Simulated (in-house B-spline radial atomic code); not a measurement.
How numerical settings move a run on Tl II (Tl+), [Xe] 4f14 5d10 6s2. Computed with an all-electron radial atomic-structure program (B-spline basis): Dirac-Kohn-Sham PBE, spherical fractional occupations, Fermi nucleus of rms radius 5.4759 fm.

Command:
```bash
python run_scf.py task.json out
```
Settings of the sound reference run:
```
Z                81
electrons        80
configuration    [Xe] 4f14 5d10 6s2
hamiltonian      dirac
method           pbe,pbe
spin_polarised   False
nucleus          fermi
rms_radius       5.4759
mass_number      205
atomic_mass      204.9744
speed_of_light   137.036
knot_spacing     0.22
spline_order     8
gauss_points     12
box_radius       35.29
max_iterations   70
damping          0.5
damped_steps     3
diis_vectors     10
tolerance        1e-08
start            Thomas-Fermi
```

Run time, properties included: 1.7 s on 1 thread of Arm Neoverse V1, with other jobs on the host.

It converges in 10 iterations to -20283.347294 hartree, with 6s1/2 at -16.3018 eV. The other runs change the listed settings, some to values that make no sense; their results aren't properties of the atom or ion. Radii are in bohr (the nuclear one in fm), a minus after a letter asks for a j subshell, and «unchanged» means within 1e-8 hartree. The run stops when the residual is below 10 × tolerance × max(1, Z/10), or a noise floor if that is larger, and the energy moves by less than 1e-8 × √|E| hartree; so very loose and very tight tolerances often act alike.

```tsv
changed settings	outcome
diis_vectors = 4	converged in 10 iterations, energy unchanged, 6s1/2 level -4.7e-06 eV
first_knot = 1.23e-06	converged in 9 iterations, energy -5.05e-07 hartree from the reference, 6s1/2 level -5.1e-05 eV
electrons = 81, configuration = [Xe] 4f14 5d10 6s2 7p-1, max_iterations = 60	converged in 11 iterations to -20283.4213 hartree, a different physical problem (warning: 7p1/2 reaches the box edge)
spline_order = 5, gauss_points = 16, max_iterations = 75, damped_steps = 0	converged in 9 iterations, energy +5.80e-04 hartree from the reference, 6s1/2 level +3.8e-05 eV
spline_order = 3	converged in 10 iterations, energy +7.75e-01 hartree from the reference, 6s1/2 level +2.6e-02 eV
gauss_points = 3, max_iterations = 75, damping = 0.8	converged in 10 iterations, energy +6.03e-03 hartree from the reference, 6s1/2 level -9.6e-05 eV
gauss_points = 8, max_iterations = 75, damped_steps = 1, tolerance = 1e-05	converged in 8 iterations, energy unchanged, 6s1/2 level -1.1e-04 eV
electrons = 81, configuration = [Xe] 4f14 5d10 6s2 7s-1, max_iterations = 75	stopped with error: j subshells need the Dirac Hamiltonian and l > 0
first_knot = 0.037	converged in 10 iterations, energy +1.22e+02 hartree from the reference, 6s1/2 level +9.9e-02 eV
first_knot = 1.23e-05	converged in 10 iterations, energy +3.04e-06 hartree from the reference, 6s1/2 level +2.7e-06 eV
method = hf, spin_polarised = True	stopped with error: spin polarisation is not served with the Dirac Hamiltonian
first_knot = 0.0037	converged in 10 iterations, energy -9.78e-01 hartree from the reference, 6s1/2 level -2.2e-03 eV
knot_spacing = 0.4, box_radius = 1.41, max_iterations = 50, tolerance = 1e-13, start = bare nucleus	converged in 10 iterations, energy +7.05e+01 hartree from the reference, 6s1/2 level +3.9e+02 eV (the program warns: 6s1/2 has a positive eigenvalue: unbound, held by the box; 5p1/2 has a positive eigenvalue: unbound, held by the box)
first_knot = 0.00123	converged in 10 iterations, energy +8.55e-01 hartree from the reference, 6s1/2 level +1.5e-03 eV
spline_order = 5	converged in 10 iterations, energy +5.80e-04 hartree from the reference, 6s1/2 level +3.4e-05 eV
first_knot = 0.0123	converged in 10 iterations, energy +1.13e+01 hartree from the reference, 6s1/2 level +1.2e-02 eV
spline_order = 7	converged in 10 iterations, energy +2.21e-06 hartree from the reference
```

Q: What happens with diis_vectors = 1?

A: Not converged after 70 iterations, last residual 6.0e+00, last energy +1.35e+03 hartree from the reference.

Q: What happens with first_knot = 0.000123?

A: Converged in 10 iterations, energy +3.39e-06 hartree from the reference, 6s1/2 level -8.4e-07 eV.

Q: What happens with spline_order = 4?

A: Converged in 10 iterations, energy +1.62e-02 hartree from the reference, 6s1/2 level +8.1e-04 eV.

Q: What happens with diis_vectors = 2?

A: Converged in 13 iterations, energy unchanged, 6s1/2 level -1.1e-05 eV.
